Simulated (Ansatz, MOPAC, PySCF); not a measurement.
Molecule: CH$_{5}$Ge, net charge 0, doublet state. SMILES: [GeH3][CH2]
Geometry: optimised at B3LYP-D3(BJ)/def2-TZVP (Ansatz, a program for electronic structure).

Property: vertical ionisation energy to the singlet, in eV. Conventions: each state is the SCF solution reached for its charge and spin; spin-orbit terms left out; LANL2DZ with its own core potentials from Na on; PM7 with its own dispersion and hydrogen-bond terms; UHF or UKS for open shells; valence correlation only (noble-gas shells and the d and f shells of earlier blocks); no dispersion term unless named; six Cartesian d functions in 6-31G* and its kin unless marked 5d; non-relativistic. First-principles rows: single points at B3LYP-D3(BJ) geometries (Ansatz). Semi-empirical rows: differences of heats of formation at the shared geometry for vertical values.

```json
[
 {"level": "AM1", "program": "MOPAC", "vertical ionisation energy to the singlet (eV)": "9.11"},
 {"level": "PM6", "program": "MOPAC", "vertical ionisation energy to the singlet (eV)": "9.18"},
 {"level": "PM7", "program": "MOPAC", "vertical ionisation energy to the singlet (eV)": "9.07"},
 {"level": "MNDO", "program": "MOPAC", "vertical ionisation energy to the singlet (eV)": "9.42"},
 {"level": "HF/6-31G*", "program": "Ansatz", "vertical ionisation energy to the singlet (eV)": "8.56"},
 {"level": "PBE/6-31G*", "program": "Ansatz", "vertical ionisation energy to the singlet (eV)": "8.90"},
 {"level": "PBE/6-31G* with LANL2DZ past Ar", "program": "Ansatz", "vertical ionisation energy to the singlet (eV)": "8.98"},
 {"level": "B3LYP/STO-3G", "program": "Ansatz", "vertical ionisation energy to the singlet (eV)": "7.09"},
 {"level": "B3LYP/6-31G*", "program": "Ansatz", "vertical ionisation energy to the singlet (eV)": "9.00"},
 {"level": "B3LYP/6-31G* with LANL2DZ past Ar", "program": "Ansatz", "vertical ionisation energy to the singlet (eV)": "9.09"},
 {"level": "M06-2X/6-31G* with LANL2DZ past Ar (5d)", "program": "PySCF", "vertical ionisation energy to the singlet (eV)": "9.14"},
 {"level": "MP2/6-31G*", "program": "Ansatz", "vertical ionisation energy to the singlet (eV)": "8.88"},
 {"level": "MP2/6-31G* with LANL2DZ past Ar", "program": "Ansatz", "vertical ionisation energy to the singlet (eV)": "8.94"},
 {"level": "PBE/def2-TZVPD", "program": "Ansatz", "vertical ionisation energy to the singlet (eV)": "9.04"},
 {"level": "B3LYP/def2-TZVPD", "program": "Ansatz", "vertical ionisation energy to the singlet (eV)": "9.14"},
 {"level": "wB97M-V/def2-TZVPD", "program": "Ansatz", "vertical ionisation energy to the singlet (eV)": "9.09"}
]
```

No value to compare with is used here. The 13 habitual levels span 7.09 (B3LYP/STO-3G) to 9.42 eV (MNDO); wB97M-V/def2-TZVPD gives 9.09.

The levels are drawn from those run, B3LYP/6-31G* more often than the rest, none by its result; left out are runs that failed, that the program found above a lower state of the same kind, or whose <S^2> lies over 0.5 above the pure value.
